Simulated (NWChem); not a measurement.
System: CH4BFO2; SMILES OB(O)CF

```xyz
9

O      1.3758    -0.5814     0.0000
B      0.0254    -0.5986     0.0000
O     -0.6038    -1.8019     0.0000
C     -0.7506     0.7951     0.0000
F      0.1719     1.8332     0.0000
H      1.6849     0.3336     0.0000
H     -1.5621    -1.7429     0.0000
H     -1.4010     0.9056    -0.8873
H     -1.4010     0.9056     0.8873
```
Atoms are numbered in this order, from 1.

Level: PBE0/def2-SVP (NWChem), optimised geometry, unscaled harmonic frequencies. 

```tsv
frequency (cm⁻¹)	IR intensity (km/mol)
103	5.8
217	14.8
396	5.1
437	36.5
490	48.2
524	6.0
634	115.7
788	5.0
891	33.6
991	118.3
1042	226.0
1101	35.9
1247	2.5
1287	90.1
1419	227.3
1454	2.4
1515	264.4
3044	19.1
3098	20.1
3866	115.3
3946	82.0
```

- zero-point energy = 40.7 kcal/mol
- thermal correction to the enthalpy at 298.15 K (with zero-point energy) = 44.8 kcal/mol
- heat capacity Cv = 18.8 cal/(mol K)
- entropy at 298.15 K and 1 atm (symmetry number 1) = 74.2 cal/(mol K)
- dipole moment = 2.74 D

Rigid rotor and harmonic oscillator.
